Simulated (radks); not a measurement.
Numerical settings for neutral bromine, [Ar] 3d10 4s2 4p5. Method: scalar-relativistic Kohn-Sham, LDA (Slater exchange, Perdew-Wang correlation), spin-polarised, spherical densities, point nucleus; open shells are filled with parallel spins first; computed with a radial shooting solver on a logarithmic mesh with Libxc functionals. The defaults (mesh step 0.008 in ln r, mesh end at 40 bohr or more with all orbitals vanishing there, Anderson mixing 0.5 over 9 steps, residual threshold near 1e-9 with the energy settled to 1e-9 hartree or 1e-11 of itself, here a cap of 91 iterations) give E = -2603.1215 hartree and 4p at -7.656 eV in 14 iterations. Run on one thread of a shared host, so times are rough (Arm Neoverse V1): 0.18 s of CPU time, 0.18 s wall, 14 iterations on 2669 mesh points. Changes against that run (0 stands for a change within the tolerance of the run):

\begin{tabular}{lrrrrr}
setting & iterations & converged & E (mhartree) & e(4p) (meV) & CPU (s) \\ \hline
mesh step in ln r 0.05 & 14 & yes & +0.00779 & 0 & 0.04 \\
mesh step in ln r 0.012 & 14 & yes & 0 & 0 & 0.12 \\
mesh step in ln r 0.02 & 14 & yes & 0 & 0 & 0.08 \\
mesh end (bohr) 8 & 14 & yes & +0.499 & +32.1 & 0.16 \\
mesh end (bohr) 1 & 13 & level above zero & +1.6e+05 & +6.43e+05 & 0.13 \\
residual threshold 1e-13 & 25 & yes & 0 & 0 & 0.24 \\
residual threshold 0.01 & 10 & yes & 0 & +0.0244 & 0.14 \\
mixing 0.05 & 24 & yes & 0 & 0 & 0.29 \\
linear mixing, mixing 0.8 & 84 & yes & 0 & 0 & 0.87 \\
linear mixing, mixing 0.5 & 30 & yes & 0 & 0 & 0.31 \\
mixing history 2 & 17 & yes & 0 & 0 & 0.2 \\
iteration cap 5 & 5 & no & +0.128 & +115 & 0.07 \\
\end{tabular}

Settled on a wrong energy, with an occupied level pushed above zero by the early mesh end: mesh end (bohr) 1 (+160 hartree). Apart from these: no run marked as converged misses the energy by more than 1 mhartree. A mesh that ends early acts as a hard wall.
